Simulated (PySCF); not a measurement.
Zr(OSiMe3)F3, C3H9F3OSiZr (singlet state).
Bonds: Zr1–O2, Zr1–F16, Zr1–F17, Zr1–F18, O2–Si3, Si3–C4, Si3–C5, Si3–C6. Hydrogens: H7, H8, H9 on C4; H10, H11, H12 on C5; H13, H14, H15 on C6.

Computed by this run: PBE0-D3(BJ)/def2-SVP geometry optimisation, gas phase, def2 core potentials past Kr (PySCF); density fitting, grid level 1; the optimiser is geomeTRIC in internal coordinates, started from a GFN2-xTB structure with every atom displaced at random (about 0.03 Å).

Step 10: E = -22594.8292 eV
```
atom  x, y, z in Å  |  force x, y, z in eV/Å
Zr1     0.7900   -1.4687   -2.3613    0.032   0.119  -0.008
O2      0.6551   -0.9491   -0.5311   -0.175   0.096   0.108
Si3    -0.0330    0.1891    0.5371   -0.078  -0.367   0.074
C4      0.6923    1.8546    0.0620   -0.295  -0.093  -0.029
C5      0.3748   -0.3502    2.2813    0.185   0.041  -0.039
C6     -1.9033    0.0948    0.3152    0.038   0.136  -0.150
H7      1.1360    2.3659    0.9280    0.147   0.032  -0.075
H8     -0.1015    2.5000   -0.3452    0.060   0.051  -0.017
H9      1.4430    1.7061   -0.7308    0.097   0.145   0.161
H10     1.4623   -0.3968    2.4493   -0.011   0.000   0.015
H11    -0.0535    0.3499    3.0164   -0.006   0.023  -0.011
H12    -0.0449   -1.3481    2.4846    0.003   0.008  -0.036
H13    -2.1587   -0.6813   -0.4225   -0.042  -0.061   0.040
H14    -2.3916   -0.1656    1.2658   -0.046  -0.019  -0.009
H15    -2.3439    1.0358   -0.0509    0.039  -0.002   0.043
F16     2.6269   -1.3712   -2.8724    0.012  -0.040  -0.052
F17    -0.2490   -0.1507   -3.2695    0.055  -0.027  -0.080
F18     0.0425   -3.1974   -2.6783   -0.017  -0.045   0.063
```

Step 11: E = -22594.8555 eV
```
atom  x, y, z in Å  |  force x, y, z in eV/Å
Zr1     0.8023   -1.4922   -2.3459   -0.027   0.074  -0.151
O2      0.5837   -0.9344   -0.5386    0.013  -0.068  -0.080
Si3    -0.0820    0.1905    0.5356    0.166  -0.025   0.292
C4      0.6527    1.8654    0.1001   -0.241  -0.080  -0.027
C5      0.4325   -0.3608    2.2534   -0.161   0.044  -0.104
C6     -1.9441    0.1235    0.2956   -0.044   0.064   0.095
H7      1.0933    2.3545    0.9810    0.119   0.005  -0.050
H8     -0.1175    2.5381   -0.3071    0.051   0.018  -0.051
H9      1.4237    1.7194   -0.6723    0.094   0.154   0.092
H10     1.5278   -0.3840    2.3599    0.001   0.014  -0.040
H11     0.0277    0.3214    3.0185    0.010  -0.011   0.015
H12     0.0459   -1.3713    2.4591    0.016  -0.001   0.027
H13    -2.1959   -0.6519   -0.4416   -0.053  -0.083  -0.001
H14    -2.4477   -0.1330    1.2403   -0.058  -0.015  -0.025
H15    -2.3699    1.0704   -0.0705    0.060   0.009   0.027
F16     2.6507   -1.4279   -2.8208    0.028  -0.031  -0.004
F17    -0.1865   -0.1896   -3.3282    0.040  -0.036  -0.074
F18     0.0468   -3.2213   -2.6407   -0.015  -0.030   0.058
```

**Question.** Estimate the geometry and energy of step 12. (The exact step hangs on the optimiser's Hessian estimate; all steps are aligned on step 11, rigid shifts and turns removed.)

**Answer.** E = -22594.8795 eV, largest force 0.390 eV/Å
```
atom  x, y, z in Å  |  force x, y, z in eV/Å
Zr1     0.8313   -1.5405   -2.3677   -0.069   0.201  -0.026
O2      0.5626   -0.8720   -0.6035   -0.141   0.184   0.074
Si3    -0.0887    0.2295    0.5251    0.116  -0.370   0.045
C4      0.6249    1.9173    0.1324   -0.234  -0.010  -0.014
C5      0.4373   -0.4052    2.2090   -0.033   0.084  -0.140
C6     -1.9579    0.1739    0.3345    0.009   0.071   0.078
H7      1.0425    2.3992    1.0283    0.134   0.011  -0.054
H8     -0.1502    2.5843   -0.2760    0.040   0.002  -0.029
H9      1.4037    1.7995   -0.6335    0.175   0.132   0.060
H10     1.5349   -0.4397    2.2879    0.002   0.003   0.015
H11     0.0519    0.2393    3.0147    0.008   0.000   0.020
H12     0.0494   -1.4234    2.3665    0.008  -0.002   0.020
H13    -2.2355   -0.6059   -0.3873   -0.067  -0.103  -0.016
H14    -2.4292   -0.0711    1.2985   -0.067  -0.023  -0.024
H15    -2.3898    1.1212   -0.0225    0.062   0.010   0.005
F16     2.6932   -1.4798   -2.7820    0.053  -0.057  -0.016
F17    -0.1215   -0.3233   -3.4866    0.010  -0.049  -0.039
F18     0.0846   -3.2864   -2.5600   -0.005  -0.083   0.042
```

The energy changes by -0.0240 eV. The first-order estimate −F·Δx gives -0.0329 eV and the mean of the old and new forces, exact on a quadratic surface, -0.0225 eV. The step makes an angle of 82° with the force vector and moves no atom by more than 0.217 Å.

What follows is the cost of the whole optimisation. On Intel Xeon at 2.50 GHz, one thread, no GPU, shared host, this took 38 min and 0.90 GiB of memory at its peak.
